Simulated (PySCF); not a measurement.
Input of a run (PBE0-D3(BJ)/def2-SVP geometry optimisation, gas phase (PySCF 2.14.0)), started from GFN2-xTB:
```
{"job": {"xc": "PBE0", "basis": "def2-SVP", "d3": "d3bj", "grid": 1, "kind": "geom"}, "charge": 0, "multiplicity": 1}
C      2.353043    -0.971337    -0.027284
C      2.076946     0.486846    -0.346665
O      0.687128     0.713649    -0.546255
P     -0.250903     0.688541     0.756055
O      0.400399     1.072464     1.993157
O     -0.976224    -0.763150     0.733422
C     -2.162532    -0.741399    -0.025482
C     -2.350638     0.706201    -0.537819
O     -1.527246     1.525988     0.260948
H      2.006774    -1.609791    -0.836797
H      1.820691    -1.239284     0.883732
H      3.418632    -1.125926     0.119309
H      2.557277     0.794526    -1.279286
H      2.424557     1.120087     0.474364
H     -2.987113    -1.042809     0.628122
H     -2.078497    -1.448012    -0.855531
H     -3.379251     1.054447    -0.427935
H     -2.041804     0.785277    -1.584376
```

Output (energies in Eh, forces in Eh/bohr):
```
step   0  E = -799.08908156  max force = 0.022102
step   1  E = -799.09168681  max force = 0.002377
step   2  E = -799.09182637  max force = 0.001587
step   3  E = -799.09198576  max force = 0.002127
step   4  E = -799.09223837  max force = 0.003463
step   5  E = -799.09244009  max force = 0.002886
step   6  E = -799.09253696  max force = 0.000901
step   7  E = -799.09254684  max force = 0.000292
optimisation converged
```

Q: Summarise the run.

A: The energy falls by 9.1 kJ/mol over 8 energy and gradient evaluations, the largest force component goes from 0.0221 to 2.9e-04 Eh/bohr, and the atoms move by 0.307 Å rms after alignment. The bond that changes most is P4=O5 (phosphoryl phosphorus to phosphoryl oxygen), which lengthens by 0.020 Å. Bonds longer at the end by more than 0.005 Å: 14 of 18; shorter: 2. Among the angles that change most is C2–O3–P4, from 117.0° to 120.7°. Among the dihedrals that turn most is P4–O6–C7–H16, from 119° to 145°. The energy never rose by more than 1e-6 Eh on the way. The first step brought 75 % of the lowering.

Q: What are the final bond lengths?

A: C1–C2 1.510 Å, C2–O3 1.431 Å, O3–P4 1.601 Å, P4=O5 1.470 Å, P4–O6 1.627 Å, O6–C7 1.418 Å, C7–C8 1.529 Å, C8–O9 1.418 Å, P4–O9 1.620 Å, C1–H10 1.100 Å, C1–H11 1.101 Å, C1–H12 1.101 Å, C2–H13 1.100 Å, C2–H14 1.101 Å, C7–H15 1.103 Å, C7–H16 1.099 Å, C8–H17 1.099 Å, C8–H18 1.104 Å. Numbering counts from 1 in the input's order; the species is 2-ethoxy-2-oxo-1,3,2-dioxaphospholane, `CCOP1(=O)OCCO1`.

The run used 175 basis functions and 58 SCF cycles in all.

No PBE0-D3(BJ)/def2-SVP frequencies stand behind this structure, so it isn't proved a minimum. One conformer, not necessarily the lowest.
